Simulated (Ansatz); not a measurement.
Relaxation of ClF₂H₄NOTi (10 atoms, charge 0, multiplicity 1), to a largest force component of 0.03 eV/Å in at most 50 steps.

Computed with RKS B3LYP/def2-SVP (Ansatz).

```xyz
10
Properties=species:S:1:pos:R:3
Ti -0.582 0.044 -0.606
Cl 0.667 0.511 2.713
O 0.784 -0.951 -0.095
H 1.263 -0.781 0.738
F -0.305 1.769 -0.569
F -1.032 -0.451 -2.223
N -2.054 -0.318 0.710
H -2.319 -1.279 0.934
H -2.888 0.277 0.707
H -0.586 0.227 2.324
```

Q: Where does it end, and by what steps?

A: The run converged. After 23 steps the energy has fallen by 0.227 eV; Cl2 moved furthest, 1.19 Å.

| step | energy less start (eV) | largest force component (eV/Å) | accepted |
| --- | --- | --- | --- |
| 0 | 0.0000 | 1.288 | yes |
| 1 | -0.1247 | 0.815 | yes |
| 2 | -0.1688 | 0.320 | yes |
| 3 | -0.1844 | 0.210 | yes |
| 4 | -0.1902 | 0.141 | yes |
| 5 | -0.1887 | 0.300 | no |
| 6 | -0.1952 | 0.056 | yes |
| 7 | -0.1999 | 0.046 | yes |
| 8 | -0.2055 | 0.168 | yes |
| 9 | -0.2073 | 0.173 | yes |
| 10 | -0.2102 | 0.175 | yes |
| 11 | -0.2132 | 0.149 | yes |
| 12 | -0.2154 | 0.175 | yes |
| 13 | -0.2204 | 0.131 | yes |
| 14 | -0.2177 | 0.320 | no |
| 15 | -0.2104 | 0.624 | no |
| 16 | -0.2228 | 0.045 | yes |
| 17 | -0.2246 | 0.074 | yes |
| 18 | -0.2216 | 0.223 | no |
| 19 | -0.2259 | 0.061 | yes |
| 20 | -0.2265 | 0.074 | yes |
| 21 | -0.2270 | 0.052 | yes |
| 22 | -0.2270 | 0.049 | yes |
| 23 | -0.2275 | 0.025 | yes |

```xyz
10
Properties=species:S:1:pos:R:3
Ti -0.606 0.085 -0.726
Cl 0.297 -0.572 3.022
O 1.006 -0.199 -0.074
H 1.239 -0.355 0.863
F -0.717 1.703 -1.384
F -1.006 -1.156 -1.894
N -1.821 -0.046 0.753
H -2.444 -0.851 0.841
H -2.310 0.787 1.090
H -0.690 -0.347 2.141
```

The run took 68 s on 4 threads of Arm Neoverse V2, on a shared host, peak memory 0.34 GiB.
